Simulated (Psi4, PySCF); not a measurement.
Conformational energy of SMILES [SiH3]c1cccc([SeH])c1. Scanned: dihedral C5–C6–Se7–H15; all other coordinates were relaxed at GFN2-xTB. Points at φ and −φ are mirror images. Heavy atoms are numbered in the order of the SMILES [SiH3]c1cccc([SeH])c1, hydrogens after them in the order of the atoms that carry them; the mirror image has the same energies with the sign of each dihedral reversed.

Levels: RKS-B3LYP/6-31G* = restricted B3LYP/6-31G*, spherical d, density fitting // GFN2-xTB run with PySCF; PBE/def2-SVP // GFN2-xTB (Psi4); RHF/STO-3G = restricted Hartree-Fock/STO-3G // GFN2-xTB in PySCF; PBE-D3(BJ)/def2-SVP // GFN2-xTB (Psi4).

Energies relative to the lowest point of each profile, in kcal/mol:

```csv
φ / °,RKS-B3LYP/6-31G*,PBE/def2-SVP,RHF/STO-3G
-160,0.0,0.2,0.4
-140,0.1,0.5,1.2
-120,0.1,0.9,2.1
-100,0.1,1.2,2.6
-80,0.1,1.2,2.6
-40,0.1,0.5,1.1
0,0.1,0.1,0.0
20,0.1,0.2,0.3
60,0.1,0.9,2.0
120,0.1,0.9,2.1
140,0.1,0.5,1.2
180,0.0,0.0,0.0
```

### Question
Estimate the PBE-D3(BJ)/def2-SVP values at these points.

### Answer
-160: 0.2; -140: 0.5; -120: 1.0; -100: 1.3; -80: 1.2; -40: 0.5; 0: 0.1; 20: 0.2; 60: 0.9; 120: 1.0; 140: 0.5; 180: 0.0 (kcal/mol).
